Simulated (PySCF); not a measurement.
CCl2GaNO, singlet, geometry from GFN2-xTB (such geometries of metal compounds can be far from the true shape), with bond 3-1 at 1.8 times its length; CASSCF(4,5)/STO-3G (PySCF).

The PySCF input:
```python
from pyscf import gto, scf, mcscf
import numpy

mol = gto.M(
    atom='''
Ga   -0.31058645    0.16975485   -0.17357427
Cl   -2.04976377   -0.93807999   -0.33124956
Cl    0.33735483    3.65165552   -1.32896000
N     1.08950948   -0.68522869    0.64438469
C     2.04804883   -1.17334413    1.16591723
O     2.96497859   -1.65610310    1.67107346
''',
    basis='sto-3g',
    verbose=4,
)

mf = scf.RHF(mol)
mf.kernel()
mc = mcscf.CASSCF(mf, 5, 4)
mc.fix_spin_(ss=0.0)
mc.kernel()
occ = numpy.linalg.eigvalsh(mc.fcisolver.make_rdm1(mc.ci, mc.ncas, mc.nelecas))[::-1]
ss = mc.fcisolver.spin_square(mc.ci, mc.ncas, mc.nelecas)[0]
print('natural occupations', occ.round(4), ' <S^2>', round(ss, 4))
```

Output, abridged:

```
PySCF version 2.14.0

[INPUT] verbose = 4
[INPUT] num. atoms = 6
[INPUT] num. electrons = 86
[INPUT] charge = 0
[INPUT] spin (= nelec alpha-beta = 2S) = 0
[INPUT] symmetry False subgroup None
[INPUT] Mole.unit = angstrom
[INPUT] Symbol           X                Y                Z      unit          X                Y                Z       unit  Magmom
[...]
nuclear repulsion = 496.58079637294
number of shells = 27
number of NR pGTOs = 153
number of NR cGTOs = 51
basis = sto-3g
ecp = {}

******** <class 'pyscf.scf.hf.RHF'> ********
method = RHF
initial guess = minao
damping factor = 0
level_shift factor = 0
DIIS = <class 'pyscf.scf.diis.CDIIS'>
diis_start_cycle = 1
diis_space = 8
diis_damp = 0
SCF conv_tol = 1e-09
SCF conv_tol_grad = None
SCF max_cycles = 50
direct_scf = True
direct_scf_tol = 1e-13
Set gradient conv threshold to 3.16228e-05
Initial guess from minao.
init E= -2972.75081456037
[...]
cycle= 1 E= -2974.72647087037  delta_E= -1.98  |g|= 0.69  |ddm|= 3.72
[...]
cycle= 2 E= -2974.9250929621  delta_E= -0.199  |g|= 0.301  |ddm|= 1.83
[...]
cycle= 3 E= -2974.95364787727  delta_E= -0.0286  |g|= 0.0867  |ddm|= 0.466
[...]
cycle= 4 E= -2974.95748362159  delta_E= -0.00384  |g|= 0.0416  |ddm|= 0.176
[...]
cycle= 5 E= -2974.95882703943  delta_E= -0.00134  |g|= 0.0218  |ddm|= 0.115
[...]
cycle= 6 E= -2974.95936323916  delta_E= -0.000536  |g|= 0.00901  |ddm|= 0.0771
[...]
cycle= 7 E= -2974.95953837946  delta_E= -0.000175  |g|= 0.00362  |ddm|= 0.0582
[...]
cycle= 8 E= -2974.95956022413  delta_E= -2.18e-05  |g|= 0.00113  |ddm|= 0.0254
[...]
cycle= 9 E= -2974.95956148604  delta_E= -1.26e-06  |g|= 0.000541  |ddm|= 0.00407
[...]
cycle= 10 E= -2974.95956204877  delta_E= -5.63e-07  |g|= 0.000258  |ddm|= 0.00285
[...]
cycle= 11 E= -2974.95956225677  delta_E= -2.08e-07  |g|= 0.000153  |ddm|= 0.00186
[...]
cycle= 12 E= -2974.95956236142  delta_E= -1.05e-07  |g|= 7.57e-05  |ddm|= 0.00171
[...]
cycle= 13 E= -2974.95956238818  delta_E= -2.68e-08  |g|= 3.13e-05  |ddm|= 0.00106
[...]
cycle= 14 E= -2974.95956239062  delta_E= -2.45e-09  |g|= 2.22e-05  |ddm|= 0.000212
[...]
cycle= 15 E= -2974.95956239172  delta_E= -1.1e-09  |g|= 1.64e-05  |ddm|= 0.000124
[...]
cycle= 16 E= -2974.95956239259  delta_E= -8.65e-10  |g|= 7.85e-06  |ddm|= 0.000148
[...]
Extra cycle  E= -2974.95956239269  delta_E= -9.64e-11  |g|= 6.38e-06  |ddm|= 2.6e-05
converged SCF energy = -2974.95956239269

******** <class 'pyscf.mcscf.mc1step.CASSCF'> ********
CAS (2e+2e, 5o), ncore = 41, nvir = 5
max_cycle_macro = 50
max_cycle_micro = 4
conv_tol = 1e-07
conv_tol_grad = None
orbital rotation max_stepsize = 0.02
orbital rotation threshold for CI restart = 0.01
augmented hessian ah_max_cycle = 30
augmented hessian ah_conv_tol = 1e-12
augmented hessian ah_linear dependence = 1e-14
augmented hessian ah_level shift = 1e-08
augmented hessian ah_start_tol = 2.5
augmented hessian ah_start_cycle = 3
augmented hessian ah_grad_trust_region = 3
kf_trust_region = 3
kf_interval = 4
ci_response_space = 4
ci_grad_trust_region = 3
with_dep4 0
natorb = False
canonicalization = True
sorting_mo_energy = False
ao2mo_level = 2
internal_rotation = False
******** <class 'pyscf.fci.addons.SpinPenaltyFCISolver'> ********
max. cycles = 50
conv_tol = 1e-08
davidson only = True
linear dependence = 1e-12
level shift = 0.001
max iter space = 12
nroots = 1
pspace_size = 400
spin = None
CASCI E = -2975.03815899273  S^2 = 0.0000000
Set conv_tol_grad to 0.000316228
macro iter   1 ( 21 JK    4 micro), CASSCF E = -2975.09238087855  dE = -5.42218858e-02  S^2 = 0.0000000
               |grad[o]|=0.097  |grad[c]|=0.027  |ddm|=0.186  |maxRot[o]|=0.306
macro iter   2 ( 21 JK    4 micro), CASSCF E = -2975.12057341565  dE = -2.81925371e-02  S^2 = 0.0000000
               |grad[o]|=0.0825  |grad[c]|=0.0226  |ddm|=0.0855  |maxRot[o]|=0.263
macro iter   3 ( 17 JK    4 micro), CASSCF E = -2975.12855837236  dE = -7.98495671e-03  S^2 = 0.0000000
               |grad[o]|=0.0534  |grad[c]|=0.0227  |ddm|=0.0841  |maxRot[o]|=0.167
[...]
macro iter  32 ( 21 JK    4 micro), CASSCF E = -2975.13316031136  dE = -3.81423957e-04  S^2 = 0.0000000
               |grad[o]|=0.00457  |grad[c]|=0.00414  |ddm|=0.00128  |maxRot[o]|=0.0782
macro iter  33 ( 21 JK    4 micro), CASSCF E = -2975.13357382307  dE = -4.13511703e-04  S^2 = 0.0000000
               |grad[o]|=0.00525  |grad[c]|=0.00964  |ddm|=0.00139  |maxRot[o]|=0.0713
macro iter  34 ( 21 JK    4 micro), CASSCF E = -2975.13420079766  dE = -6.26974598e-04  S^2 = 0.0000000
               |grad[o]|=0.00578  |grad[c]|=0.00808  |ddm|=0.00131  |maxRot[o]|=0.0487
macro iter  35 ( 21 JK    4 micro), CASSCF E = -2975.13490093204  dE = -7.00134373e-04  S^2 = 0.0000000
               |grad[o]|=0.00626  |grad[c]|=0.00809  |ddm|=0.00133  |maxRot[o]|=0.0731
macro iter  36 ( 12 JK    3 micro), CASSCF E = -2975.13597042644  dE = -1.06949440e-03  S^2 = 0.0000000
               |grad[o]|=0.00695  |grad[c]|=0.00979  |ddm|=0.00485  |maxRot[o]|= 0.11
macro iter  37 ( 12 JK    3 micro), CASSCF E = -2975.13832148202  dE = -2.35105558e-03  S^2 = 0.0000000
               |grad[o]|=0.00905  |grad[c]|=0.0132  |ddm|=0.0121  |maxRot[o]|=0.129
macro iter  38 ( 21 JK    4 micro), CASSCF E = -2975.14147701384  dE = -3.15553182e-03  S^2 = 0.0000000
               |grad[o]|=0.0122  |grad[c]|=0.00704  |ddm|= 0.01  |maxRot[o]|=0.172
macro iter  39 ( 21 JK    4 micro), CASSCF E = -2975.14252211528  dE = -1.04510144e-03  S^2 = 0.0000000
               |grad[o]|=0.0124  |grad[c]|=0.0113  |ddm|=0.0143  |maxRot[o]|=0.115
macro iter  40 ( 21 JK    4 micro), CASSCF E = -2975.14269822265  dE = -1.76107362e-04  S^2 = 0.0000000
               |grad[o]|=0.0113  |grad[c]|=0.0147  |ddm|=0.0335  |maxRot[o]|=0.0604
macro iter  41 ( 21 JK    4 micro), CASSCF E = -2975.14265782061  dE =  4.04020384e-05  S^2 = 0.0000000
               |grad[o]|=0.0109  |grad[c]|=0.0122  |ddm|=0.00909  |maxRot[o]|=0.0379
macro iter  42 ( 21 JK    4 micro), CASSCF E = -2975.14399103774  dE = -1.33321713e-03  S^2 = 0.0000000
               |grad[o]|=0.0104  |grad[c]|=0.00647  |ddm|=0.016  |maxRot[o]|=0.0518
macro iter  43 ( 21 JK    4 micro), CASSCF E = -2975.14476936308  dE = -7.78325345e-04  S^2 = 0.0000000
               |grad[o]|=0.00786  |grad[c]|=0.00482  |ddm|=0.00834  |maxRot[o]|=0.0449
macro iter  44 ( 21 JK    4 micro), CASSCF E = -2975.14511229311  dE = -3.42930030e-04  S^2 = 0.0000000
               |grad[o]|=0.00474  |grad[c]|=0.00308  |ddm|=0.00804  |maxRot[o]|=0.0342
macro iter  45 ( 21 JK    4 micro), CASSCF E = -2975.14517042003  dE = -5.81269155e-05  S^2 = 0.0000000
               |grad[o]|=0.00265  |grad[c]|=0.0025  |ddm|=0.0102  |maxRot[o]|=0.0523
macro iter  46 ( 19 JK    4 micro), CASSCF E = -2975.14513880843  dE =  3.16115966e-05  S^2 = 0.0000000
               |grad[o]|=0.00146  |grad[c]|=0.00392  |ddm|=0.029  |maxRot[o]|=0.0112
macro iter  47 ( 21 JK    4 micro), CASSCF E = -2975.14518617745  dE = -4.73690206e-05  S^2 = 0.0000000
               |grad[o]|=0.00261  |grad[c]|=0.00232  |ddm|=0.00417  |maxRot[o]|=0.0184
macro iter  48 (  6 JK    1 micro), CASSCF E = -2975.14518963721  dE = -3.45975695e-06  S^2 = 0.0000000
               |grad[o]|=0.00109  |grad[c]|=0.00031  |ddm|=0.000673  |maxRot[o]|=0.00538
macro iter  49 ( 17 JK    4 micro), CASSCF E = -2975.14520608427  dE = -1.64470666e-05  S^2 = 0.0000000
               |grad[o]|=0.00147  |grad[c]|=0.00786  |ddm|=0.0839  |maxRot[o]|=0.0794
macro iter  50 ( 21 JK    4 micro), CASSCF E = -2975.14520476313  dE =  1.32114565e-06  S^2 = 0.0000000
               |grad[o]|=0.00187  |grad[c]|=0.00181  |ddm|=0.0115  |maxRot[o]|=0.032
1-step CASSCF not converged,  50 macro (870 JK 179 micro) steps
CASSCF canonicalization
Density matrix diagonal elements [1.94439262 1.03840283 0.9527493  0.0451889  0.01926635]
CASSCF energy = -2975.14520476313
CASCI E = -2975.14520476313  E(CI) = -4.06170007830542  S^2 = 0.0000000
natural occupations [1.9446 1.0436 0.9552 0.0452 0.0114]  <S^2> 0.0
```

Convergence was not reached.
